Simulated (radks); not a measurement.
Species: Cr+. Configuration: [Ar] 3d5 (the NIST ground configuration). All-electron calculation, Dirac Kohn-Sham, BLYP, spin-unpolarised, spherical densities, finite nucleus; open shells are shared between the two j in proportion to 2j + 1; Fermi nuclear charge, rms radius 3.6452 fm. Program: a radial shooting solver on a logarithmic mesh with Libxc functionals.

Spin-orbit splittings of the eigenvalues, e(l+1/2) - e(l-1/2), with zeta = 2 splitting/(2l+1) and mean radii in bohr:

| shell | occ. | splitting (eV) | zeta (eV) | <r> j=l-1/2 | <r> j=l+1/2 |
|---|---|---|---|---|---|
| 2p | 6 | 8.661 | 5.774 | 0.2579 | 0.2607 |
| 3p | 6 | 1.019 | 0.6791 | 0.9614 | 0.9707 |
| 3d | 5 | ? | ? | 1.419 | 1.426 |

Estimate the 3d splitting.

Answer. 0.08016 eV (zeta = 0.03206 eV).
